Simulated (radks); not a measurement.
Values are calculated unless marked as measured or tabulated.
Ionisation of Tc+, [Kr] 4d5 5s1, to Tc2+, [Kr] 4d5, under several functionals. Scalar-relativistic Kohn-Sham, spin-polarised, spherical densities, point nucleus; open shells are filled with parallel spins first (spin-orbit coupling, left out, can overturn this in heavy ions); a radial shooting solver on a logarithmic mesh with Libxc functionals.

| functional | E(Tc+) (hartree) | Exc (hartree) | IE (eV) | -e(HOMO) (eV) | <r> HOMO (bohr) | IE error (eV) |
|---|---|---|---|---|---|---|
| AM05 | -4281.35045 | -124.07060 | 15.625 | 12.231 | 2.942 | +0.365 |
| exchange-only PBE | -4283.38124 | -126.10003 | 15.305 | 11.833 | 3.004 | +0.045 |
| RPBE | -4285.78065 | -128.55428 | 15.480 | 12.063 | 2.970 | +0.220 |
| XLYP | -4286.45703 | -129.22455 | 15.461 | 11.963 | 2.975 | +0.201 |
| exchange-only B88 | -4283.97841 | -126.70757 | 15.301 | 11.865 | 2.984 | +0.041 |
| SOGGA | -4282.92845 | -125.66463 | 15.539 | 12.128 | 2.952 | +0.279 |
| HCTH/407 | -4288.25672 | -131.21261 | 15.336 | 12.082 | 2.927 | +0.076 |

NIST Atomic Spectra Database: 15.260 eV (semi-empirical). Closest: exchange-only B88. The Delta-SCF values span 0.32 eV, the total energies 6.91 hartree. The highest occupied level is 5s. Open shells are spherical and high-spin; term and fine-structure splittings are not resolved.
